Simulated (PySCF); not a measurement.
Gas-phase reaction: 3 ZnCH₃ + 3 H ⇌ 3 ZnH₂ + C₃H₆ (cyclic)

Energies from PySCF, thermal terms from the rigid-rotor harmonic-oscillator model, ideal gas at 1 bar. † marks an energy on the PBE0/def2-TZVP geometry and frequencies; other levels use their own. CCSD(T) freezes the core. 6-31G* has spherical d functions here. Open shells (unrestricted): ZnCH₃ (multiplicity 2), H (multiplicity 2); the rest are closed-shell singlets. B3LYP is the form with VWN-RPA correlation. Zn: all electrons, no relativistic terms. ZnCH₃, ZnH₂: computed as isolated molecules; such fragments, hydroxides, amides, oligomers or adducts are transient or little studied in the gas. CCSD(T) isn't extrapolated to the basis-set limit; its ΔH°(298 K) is -760.9 kJ in def2-SVP and -772.9 kJ in def2-TZVPP. The harmonic model lacks anharmonicity and excited electronic states, which grow with temperature; levels with a mode under 35 cm⁻¹ are left out.

ΔH° and ΔS° at 298 K: B3LYP/6-31G* -710 kJ, -258 J/K; CCSD(T)/def2-TZVPP† -773 kJ, -268 J/K; HF/6-31G* -484 kJ, -259 J/K; PBE/def2-TZVP† -738 kJ, -268 J/K; PBE0/def2-QZVP† -747 kJ, -268 J/K.

Question: With the heat capacities included, give log10 K (1 bar) at 500, 1200, 1600, 2000, 2500 K from B3LYP/6-31G*, CCSD(T)/def2-TZVPP†, HF/6-31G*, PBE/def2-TZVP†, PBE0/def2-QZVP†.

Answer: 
| T (K) | B3LYP/6-31G* | CCSD(T)/def2-TZVPP† | HF/6-31G* | PBE/def2-TZVP† | PBE0/def2-QZVP† |
|---|---|---|---|---|---|
| 500 | 60.5 | 66.5 | 36.9 | 62.8 | 63.8 |
| 1200 | 16.8 | 18.8 | 6.8 | 17.2 | 17.6 |
| 1600 | 9.0 | 10.2 | 1.5 | 9.1 | 9.4 |
| 2000 | 4.3 | 5.1 | -1.7 | 4.2 | 4.4 |
| 2500 | 0.6 | 1.1 | -4.2 | 0.3 | 0.5 |
